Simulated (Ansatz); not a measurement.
`CB[BH][InH][NH2]` and `CBBO` differ in one atom or group.

Ansatz, PBE0-D4/def2-TZVP geometries, multiplicity 1. Each molecule was computed in one conformer, which needn't be the lowest.

Elements past krypton have def2 core potentials.

```json
{"property": "HOMO–LUMO gap (B3LYP/def2-TZVPP) / eV", "`CB[BH][InH][NH2]`": "4.43"}
{"property": "size of the dipole moment (PBE/def2-TZVPP) / D", "`CB[BH][InH][NH2]`": "1.07"}
{"property": "LUMO energy (PBE/def2-TZVPP) / eV", "`CB[BH][InH][NH2]`": "-2.88"}
{"property": "LUMO energy (B3LYP/def2-TZVPP) / eV", "`CB[BH][InH][NH2]`": "-2.16"}
{"property": "size of the dipole moment (B3LYP/def2-TZVPP) / D", "`CB[BH][InH][NH2]`": "1.03"}
{"property": "HOMO energy (PBE0/def2-TZVPP) / eV", "`CB[BH][InH][NH2]`": "-6.79"}
```

**Question.** What does the change do to each property? (Best estimate.)

**Answer.** Ansatz gave: 
```
                                        property  `CBBO`  shift
           HOMO–LUMO gap (B3LYP/def2-TZVPP) / eV    5.66   1.23
  size of the dipole moment (PBE/def2-TZVPP) / D    1.99   0.92
               LUMO energy (PBE/def2-TZVPP) / eV   -2.38   0.50
             LUMO energy (B3LYP/def2-TZVPP) / eV   -1.63   0.53
size of the dipole moment (B3LYP/def2-TZVPP) / D    1.97   0.94
              HOMO energy (PBE0/def2-TZVPP) / eV   -7.46  -0.67
```

With PBE0 the HOMO falls by 0.67 eV and the LUMO rises by 0.57 eV, so the gap widens by about 1.24 eV. PBE moves the HOMO by -0.49 eV and ωB97M-V by -0.77 eV. The zero-point energy changes by -39.5 kJ/mol with -9 modes. Dipoles are sizes alone; their direction can turn.

B3LYP here is the variant with VWN-RPA as its local correlation; programs differ in this.
